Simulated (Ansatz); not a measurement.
The cluster Ge3Te3. Charge 0, multiplicity 3. Geometry r2SCAN-D4/def2-SVP, that of the neutral singlet; atoms count from 1.

Cartesian coordinates in Å:
```
Ge -1.391 0.243 0.683
Ge 0.817 1.884 -1.493
Ge 1.518 -1.637 1.233
Te -1.434 0.813 -1.939
Te -0.786 -2.361 0.464
Te 1.276 1.058 1.052
```

In the def2 sets Te takes a core potential; there is no spin–orbit coupling. At PBE0-D4/def2-SVP a singlet of charge 0 lies 1.86 eV below the triplet at the same geometry. Another isomer (singlet) lies 0.08 eV lower at PBE0-D4/def2-TZVP; other spin states weren't run for this one.

(1) Estimate the Mulliken populations from the PBE0/def2-SVP orbitals of Ansatz.

(2) Where does the spin sit?

(3) And the Mayer bond orders between heavy atoms (over 0.3)?

## Answers

(1) 
```csv
atom,charge (e),spin (α − β)
Ge1,0.15,0.06
Ge2,0.03,1.09
Ge3,0.21,0.22
Te4,-0.11,0.44
Te5,-0.17,-0.08
Te6,-0.12,0.26
```
Mulliken values depend strongly on the basis.

(2) Summed by element: Ge 1.38, Te 0.62, of 2 unpaired in all. Largest on single atoms: Ge2 1.09, Te4 0.44, Te6 0.26.

(3) Ge1–Te4 0.87 (2.68 Å); Ge1–Te5 0.91 (2.68 Å); Ge1–Te6 0.74 (2.81 Å); Ge2–Te4 1.05 (2.53 Å); Ge2–Te6 0.80 (2.71 Å); Ge3–Te5 1.41 (2.53 Å); Ge3–Te6 0.80 (2.71 Å).
